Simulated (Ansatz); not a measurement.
C2H4 ··· H2Te

The pair of C2H4 (SMILES C=C, atoms 1–6) and H2Te (SMILES [TeH2], atoms 7–9), both closed shells, in one local arrangement (a lower one may exist), relaxed at PBE0-D4/def2-TZVP:

```xyz
9
angstrom
C -0.0879 0.8392 -1.1919
C 0.0781 -0.4616 -1.3825
H -1.0665 1.3033 -1.2480
H 0.7483 1.4950 -0.9743
H 1.0571 -0.9256 -1.3291
H -0.7578 -1.1167 -1.6026
Te -0.6033 -0.3931 2.0933
H 1.0191 -0.1357 1.9065
H -0.3871 -0.6050 3.7284
```

Computed with Ansatz 0.2.0 (basis: def2-TZVPPD, with def2-QZVPPD for the basis limit); correlated methods freeze the cores. Filled d shells of the heavier atoms are correlated. Core potentials replace the inner electrons of the atoms past krypton. The def2 sets are not built for correlating such inner shells, so the correlated values are less sure here. B3LYP uses VWN-RPA correlation. Extrapolation: Hartree–Fock as exp(−7.88 √X), correlation as X^−2.97. Interaction energies count from these two fragments, frozen as in the pair, with the counterpoise correction; negative means bound.

What is the interaction energy by CCSD(T) at an estimated basis limit (MP2 extrapolated from triple and quadruple zeta, plus CCSD(T) − MP2 in triple zeta)? (An estimate is asked for; the value comes from the calculation.)

The calculation gives: -2.11 kcal/mol. Hartree–Fock alone gives 1.00 kcal/mol at the basis limit, so without correlation the pair would not bind at this distance. It counts from the two fragments frozen as in the pair.

The same quantity by other methods in triple zeta, and each one's difference from that estimate:
```
   method  E_int (kcal/mol)  difference
   PBE-D4             -2.90       -0.80
revPBE-D4             -2.92       -0.81
  BLYP-D4             -2.74       -0.63
r2SCAN-D4             -2.33       -0.22
   B97M-V             -2.41       -0.31
  PBE0-D4             -2.65       -0.54
 B3LYP-D4             -2.63       -0.52
 HSE06-D4             -2.63       -0.52
  wB97X-V             -2.09        0.01
  wB97M-V             -2.22       -0.12
   B2PLYP             -0.81        1.29
       HF              1.02        3.12
      MP2             -2.24       -0.13
     CCSD             -1.15        0.96
  CCSD(T)             -1.60        0.51
```
Differences are method less estimate.

Basis-set superposition shift (counterpoise-corrected less uncorrected): CCSD(T) 0.99; MP2 0.99; HF 0.07; PBE0-D4 0.06; wB97M-V 0.10 kcal/mol.

The T1 diagnostic stays at or below 0.011.

For scale, one of the runs: CCSD(T)/def2-TZVPPD, 235 basis functions, launched by `ansatz run in.yaml --threads 4 --pin off --events-out ev --progress --plain --max-ram 9574MiB`. Hardware: 4 CPU threads of an Arm Neoverse V1, shared host. Wall time 120 s; peak host memory 4.7 GiB.
